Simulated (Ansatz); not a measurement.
```yaml
crystal:
  periodic: [false, false, false]
  atoms:
    - {symbol: W, position_ang: [1.008666, 1.457514, -0.923002]}
    - {symbol: W, position_ang: [-1.114469, -2.005822, -0.283654]}
    - {symbol: W, position_ang: [0.357279, 0.284620, 1.925513]}
    - {symbol: Si, position_ang: [-2.167940, -0.401685, 1.178193]}
    - {symbol: Si, position_ang: [1.051549, -0.871378, -0.259411]}
    - {symbol: Si, position_ang: [-1.090000, 1.680242, 0.431586]}
    - {symbol: Si, position_ang: [-0.813944, 0.004846, -1.699460]}
    - {symbol: Si, position_ang: [2.523995, 0.668585, 0.973379]}
    - {symbol: Si, position_ang: [0.384296, 1.293592, -3.262638]}
    - {symbol: Si, position_ang: [-0.139431, -2.110514, 1.919493]}
basis:
  gaussian: {orbitals: def2-TZVPD}
magnetization: {spin_polarized: true, initial_magnetization: 2}
hamiltonian: {xc: pbe0, dispersion: d4}
scf: {omitted_lower_state_checks: [starts]}
output: {orbitals: {seedname: orbitals}}
```

```sh
$ ansatz run in.yaml --threads 4 --pin off --events-out ev --progress --plain --max-ram 6963MiB
```

(1) Does this run fit into the memory that it is given?

## Answers

(1) No. It has 430 basis functions, and Ansatz plans for 8 GiB where 7 GiB are given.
